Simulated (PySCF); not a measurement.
# Reading the logs of faulty runs: C2GeH7

Calculated results; nothing here was measured. They come from PySCF 2.14.0, an open-source quantum chemistry program, on an isolated molecule that a program drew, which may never have been made. The molecule is C2GeH7 (charge 0, doublet), drawn as the SMILES string `C[CH][GeH3]`.

Each row is a Hartree-Fock (HF) and frozen-core CCSD(T) single point in the cc-pVDZ basis, meant for a local HF minimum. Run 1 is clean. Each other run has one planted mistake out of seven kinds, and not every kind appears here: one electron removed, one electron added, multiplicity raised by two, geometry at a saddle point, minimal basis STO-3G, one bond length entered in bohr, all coordinates scaled. The reference is restricted for singlets and unrestricted otherwise, and also for a bond in bohr. Adding or removing an electron swaps singlet and doublet. Electrons count all cores. HOMO and LUMO are orbital energies over both spins, the gradient is its largest component, and the lowest frequency (negative if imaginary) is given only where the gradient is small. Bond lengths are over the 9 bonds as drawn. T1 is the CCSD diagnostic: over 0.02 (restricted) or 0.045 (unrestricted) a single reference is doubtful. Germanium has the cc-pVDZ-PP basis, with a core potential (ECP10MDF) in place of its 10 inner electrons, and its 3s, 3p and 3d shells are frozen in CCSD(T).

Geometry of the clean run:
```xyz
10
C2GeH7, angstrom
C     0.0229   -1.3525   -0.3243
C    -0.7919   -0.1429   -0.6959
Ge   -2.6697   -0.1858   -1.1776
H     0.2249   -1.3748    0.7531
H     0.9937   -1.3448   -0.8297
H    -0.4787   -2.2874   -0.5828
H    -0.3027    0.8218   -0.5860
H    -2.9192   -1.2875   -2.2171
H    -3.0877    1.1683   -1.7603
H    -3.5508   -0.4870    0.0455
```

```
run,electrons,basis functions,<S^2>,HOMO (eV),LUMO (eV),gradient (hartree/bohr),lowest frequency (cm^-1),mean bond (Å),longest bond (Å),T1,HF (hartree),CCSD(T) (hartree),mistake
1,51,86,0.765,-9.52,2.93,1.8e-05,41,1.3799,1.939,0.0112,-373.13824,-373.56799,no fault
2,51,86,3.766,-2.69,-2.29,1.9e-01,-,1.3799,1.939,0.0220,-372.84158,-373.26584,multiplicity raised by two
3,52,86,0.000,-0.20,9.36,7.1e-02,-,1.3799,1.939,0.0123,-373.07718,-373.54857,one electron added
4,51,86,1.470,-9.76,2.60,2.6e-02,-,1.4878,2.064,0.0590,-373.01311,-373.43962,?
```

**Which mistake was planted in run 4, and what did it cost?**

The mean bond changes by a factor of 1.078 and the longest by 1.064, so the molecule wasn't scaled as a whole. A length L in bohr read as angstrom grows by (1/0.5292 - 1) L = 0.890 L. The 9 bonds together grew by 9 x 0.1079 = 0.971 Å, which gives L = 1.091 Å. That is the length of one of the C-H bonds, 1.092 Å in the clean geometry. So the mistake is: one bond length entered in bohr. Subtracting run 1 and multiplying by 627.51 kcal/mol a hartree, the energy moved by 78.5 kcal/mol in HF and 80.6 kcal/mol in CCSD(T).

Cautions from the logs. Run 3: the added electron raises the CCSD(T) energy, so it isn't bound in this basis; run 4: T1 is over the limit, so its CCSD(T) energy is less reliable.
